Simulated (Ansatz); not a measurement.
`CSB(C)O` + H₂ → `CBO` + CH₃SH at 600 K and 1 bar (hydrogenolysis of a B–S bond).

Gas-phase electronic energies from Ansatz, PBE0-D4/def2-TZVP geometries. CBS: MP2 limit from def2 TZ/QZ plus the TZ coupled-cluster correction, frozen cores. This one scheme is used for every species. Each species was taken in one conformer, which may not be the lowest.

```csv
species,CCSD(T)/CBS energy (Eh),H − E (kJ/mol),S (J/(mol·K))
`CSB(C)O`,-578.15840,314.8,447.8
H₂,-1.17544,43.9,150.8
`CBO`,-141.08489,208.4,331.4
CH₃SH,-438.22835,152.3,296.8
```

H − E and S are ideal-gas, rigid-rotor, harmonic terms from PBE0-D4/def2-TZVP, for one conformer and one mirror image of each species. The MP2-based limit puts H₂ 0.8 mEh under its directly extrapolated value; such offsets cancel only in part. 1 Eh = 2625.50 kJ/mol, R = 8.31446 J/(mol·K).

Problem. By hand: ΔE, ΔH, ΔS and ΔG.

Solution. ΔE = (-141.08489) + (-438.22835) − (-578.15840) − (-1.17544) = 0.02060 Eh = 54.1 kJ/mol. Δ(H − E) = 208.4 + 152.3 − 314.8 − 43.9 = 2.0, so ΔH = 56.1 kJ/mol. ΔS = 331.4 + 296.8 − 447.8 − 150.8 = 29.6 J/(mol·K). ΔG = 56.1 − 600 × (29.6)/1000 = 38.3 kJ/mol.

Problem. By hand: the equilibrium constant, and the temperature at which ΔG would vanish if ΔH and ΔS stayed fixed.

Solution. log₁₀ K = −ΔG/(RT ln 10) = -3.3. ΔG = 0 at ΔH/ΔS = 1895 K.

ΔH outweighs TΔS. A doubt of 5 kJ/mol in ΔE shifts log₁₀ K by 0.4 here. Other conformers and mirror images would add mixing entropy, several J/(mol·K) or more a flexible species. These are equilibria of isolated gas molecules and say nothing of rates. Largest T1 diagnostic: 0.012 (customary marks: 0.02 for closed shells, 0.045 for open ones).
